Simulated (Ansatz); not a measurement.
## Molecular dynamics of AlClF2

Input file:

```yaml
crystal:
  periodic: [false, false, false]
  atoms:
    - { symbol: Al, position_ang: [0.0, 0.0, 0.036396] }
    - { symbol: Cl, position_ang: [0.0, 0.0, 2.110391] }
    - { symbol: F, position_ang: [1.419542, 0.0, -0.803394] }
    - { symbol: F, position_ang: [-1.419542, 0.0, -0.803394] }
basis:
  gaussian: { orbitals: def2-SVP }
hamiltonian:
  xc: b3lyp
md:
  timestep: 1.0
  n_steps: 166
  ensemble: nvt_langevin
  temperature: 1000.0
  initial_velocities: maxwell_boltzmann
  seed: 496195
  friction: 0.05
```

Run as:

```bash
$ ansatz run input.yaml --threads 2 --pin off --max-ram 3072MiB --backend cpu --events-out ev --progress --plain --runs-dir out
```

It starts from a relaxed structure.

Output, in part (one step line in 6, the closing report, with atoms numbered from 0):

```
md step     0: t =     0.00 fs  T =   750.0 K  F+E_penalty+E_count = -24549.63188327 eV  E_kin = 0.387780 eV  (26 SCF iters)
md step     6: t =     6.00 fs  T =   456.0 K  F+E_penalty+E_count = -24549.48034682 eV  E_kin = 0.235776 eV  (29 SCF iters)
md step    12: t =    12.00 fs  T =   291.4 K  F+E_penalty+E_count = -24549.36891814 eV  E_kin = 0.150683 eV  (23 SCF iters)
md step    18: t =    18.00 fs  T =   700.6 K  F+E_penalty+E_count = -24549.49585412 eV  E_kin = 0.362215 eV  (29 SCF iters)
md step    24: t =    24.00 fs  T =   903.9 K  F+E_penalty+E_count = -24549.57530507 eV  E_kin = 0.467351 eV  (29 SCF iters)
md step    30: t =    30.00 fs  T =   827.8 K  F+E_penalty+E_count = -24549.48856823 eV  E_kin = 0.427998 eV  (29 SCF iters)
md step    36: t =    36.00 fs  T =  1034.9 K  F+E_penalty+E_count = -24549.52216986 eV  E_kin = 0.535090 eV  (29 SCF iters)
md step    42: t =    42.00 fs  T =  2105.0 K  F+E_penalty+E_count = -24549.45551044 eV  E_kin = 1.088354 eV  (28 SCF iters)
md step    48: t =    48.00 fs  T =  1510.9 K  F+E_penalty+E_count = -24549.14492914 eV  E_kin = 0.781170 eV  (29 SCF iters)
md step    54: t =    54.00 fs  T =  1249.0 K  F+E_penalty+E_count = -24549.17903164 eV  E_kin = 0.645776 eV  (29 SCF iters)
md step    60: t =    60.00 fs  T =  1177.7 K  F+E_penalty+E_count = -24549.27706196 eV  E_kin = 0.608936 eV  (29 SCF iters)
md step    66: t =    66.00 fs  T =   970.9 K  F+E_penalty+E_count = -24549.43329232 eV  E_kin = 0.502018 eV  (29 SCF iters)
md step    72: t =    72.00 fs  T =   737.5 K  F+E_penalty+E_count = -24549.46437101 eV  E_kin = 0.381328 eV  (29 SCF iters)
md step    78: t =    78.00 fs  T =   961.6 K  F+E_penalty+E_count = -24549.40912378 eV  E_kin = 0.497188 eV  (29 SCF iters)
md step    84: t =    84.00 fs  T =   759.0 K  F+E_penalty+E_count = -24549.37481169 eV  E_kin = 0.392414 eV  (29 SCF iters)
md step    90: t =    90.00 fs  T =   485.5 K  F+E_penalty+E_count = -24549.33145110 eV  E_kin = 0.250998 eV  (23 SCF iters)
md step    96: t =    96.00 fs  T =   903.9 K  F+E_penalty+E_count = -24549.33140645 eV  E_kin = 0.467335 eV  (23 SCF iters)
md step   102: t =   102.00 fs  T =   770.3 K  F+E_penalty+E_count = -24549.38049308 eV  E_kin = 0.398283 eV  (29 SCF iters)
md step   108: t =   108.00 fs  T =  1240.5 K  F+E_penalty+E_count = -24549.46195931 eV  E_kin = 0.641388 eV  (28 SCF iters)
md step   114: t =   114.00 fs  T =   634.0 K  F+E_penalty+E_count = -24549.42622690 eV  E_kin = 0.327782 eV  (29 SCF iters)
md step   120: t =   120.00 fs  T =   443.0 K  F+E_penalty+E_count = -24549.37087650 eV  E_kin = 0.229031 eV  (29 SCF iters)
md step   126: t =   126.00 fs  T =  1220.4 K  F+E_penalty+E_count = -24549.47089995 eV  E_kin = 0.630998 eV  (28 SCF iters)
md step   132: t =   132.00 fs  T =   453.3 K  F+E_penalty+E_count = -24549.33618518 eV  E_kin = 0.234351 eV  (28 SCF iters)
md step   138: t =   138.00 fs  T =   674.2 K  F+E_penalty+E_count = -24549.52998056 eV  E_kin = 0.348574 eV  (29 SCF iters)
md step   144: t =   144.00 fs  T =   764.3 K  F+E_penalty+E_count = -24549.51937287 eV  E_kin = 0.395193 eV  (29 SCF iters)
md step   150: t =   150.00 fs  T =  1010.0 K  F+E_penalty+E_count = -24549.39964578 eV  E_kin = 0.522219 eV  (29 SCF iters)
md step   156: t =   156.00 fs  T =   626.5 K  F+E_penalty+E_count = -24549.39670444 eV  E_kin = 0.323929 eV  (29 SCF iters)
md step   162: t =   162.00 fs  T =   461.7 K  F+E_penalty+E_count = -24549.33428903 eV  E_kin = 0.238727 eV  (23 SCF iters)
md step   166: t =   166.00 fs  T =   238.2 K  F+E_penalty+E_count = -24549.32689251 eV  E_kin = 0.123157 eV  (25 SCF iters)
Total energy: -24549.32710253 eV, -902.1711308863 hartree
Atom 0 at     0.101738    -0.064825    -0.236208 Å, force    -0.623577     0.603555    -0.432301 eV/Å
Atom 1 at     0.250109    -0.594981     1.740579 Å, force     0.095468    -0.292358     0.600375 eV/Å
Atom 2 at     1.574941     0.497094    -0.858178 Å, force    -1.448977    -0.447125    -0.096528 eV/Å
Atom 3 at    -1.533750    -0.094956    -0.755182 Å, force     1.977086     0.135929    -0.071546 eV/Å
Dipole moment:     0.028002    -0.065170    -0.162780 e Å
```

All steps were run. The mean temperature of the second half is 25 % below the set value. A run of 0.17 ps of so small a system gives no equilibrium averages.

The same pairs are bonded in the first frame and the last. Pairs count as bonded within 1.25 times the sum of covalent radii (0.12 Å more for H–H).

Last frame:

```xyz
4
Properties=species:S:1:pos:R:3
Al 0.102 -0.065 -0.236
Cl 0.250 -0.595 1.741
F 1.575 0.497 -0.858
F -1.534 -0.095 -0.755
```

The run took 2.7 min on 2 threads of Arm Neoverse V1, on a shared host, peak memory 0.11 GiB.
